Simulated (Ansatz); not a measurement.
WSe₂⁺, relaxed as a quartet with UKS PBE0-D4/def2-TZVP in Ansatz, starting from the PBE0-D4/def2-TZVP geometry of the charge +1 doublet. Force threshold 0.02 eV/Å.

In the def2 sets W takes a core potential; there is no spin–orbit coupling. The charge 1 quartet is spin-contaminated (final ⟨S²⟩ up to 4.30, 3.75 for a pure state). The structure comes from a short search, and lower isomers may exist.

Start:

```xyz
3

W    -0.210   -0.804   -1.099
Se    1.037   -0.223    0.828
Se   -0.827    1.027    0.270
```

| step | energy (eV) | largest force component (eV/Å) | SCF passes |
| --- | --- | --- | --- |
| 1 | -132501.3613 | 1.178 | 23 |
| 2 | -132501.4001 | 0.173 | 34 |
| 3 | -132501.4013 | 0.051 | 31 |
| 4 | -132501.4014 | 0.000 | 31 |

Force components are those of the run's own axes.

End:

```xyz
3

W    -0.2167   -0.8309   -1.1357
Se    1.0291   -0.2016    0.8436
Se   -0.8124    1.0325    0.2921
```

By distances, no bond broke or formed. The bond that changes most is W1–Se2, from 2.37 to 2.42 Å (atoms count from 1).

No frequencies were taken in this run, so the end may be a saddle point.

Run time 9.5 s (4 threads of Intel Xeon Platinum 8488C on a shared host).
